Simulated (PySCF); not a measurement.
Isomers of C7H7ClO3, one GFN2-xTB conformer each. Single-point energies are computed at PBE0/pcSseg-1 (PySCF, gas phase, no added dispersion term), electronic only.

**Question.** Rank them by PBE0/pcSseg-1 energy, lowest first (kcal/mol).
A. `[CH3:1][CH:2]([CH3:3])[C:4]1=[C:5]([Cl:6])[C:7](=[O:8])[O:9][C:10]1=[O:11]` with C1–C2–C4–C5 119°
B. `[CH3:1][O:2][C:3](=[O:4])[C:5]1=[CH:6][CH2:7][C:8]([Cl:9])=[CH:10][O:11]1` with C1–O2–C3–O4 0°, O2–C3–C5–C6 180°

**Answer.** A (0.0), B (30.1).

GFN2-xTB itself gives, in the same order: 0.0, 15.3. Both levels put the same isomer lowest.

**Question.** Which frontier levels, dipoles and rotational constants go with these structures?

**Answer.** 
| SMILES | HOMO (eV, PBE0/pcSseg-1) | LUMO (eV) | dipole (D) | A, B, C (MHz) |
| --- | --- | --- | --- | --- |
| CC(C)C1=C(Cl)C(=O)OC1=O | -8.54 | -3.19 | 4.26 | 1284, 850.9, 574.6 |
| COC(=O)C1=CCC(Cl)=CO1 | -6.59 | -1.38 | 0.93 | 3194, 433.9, 383.9 |
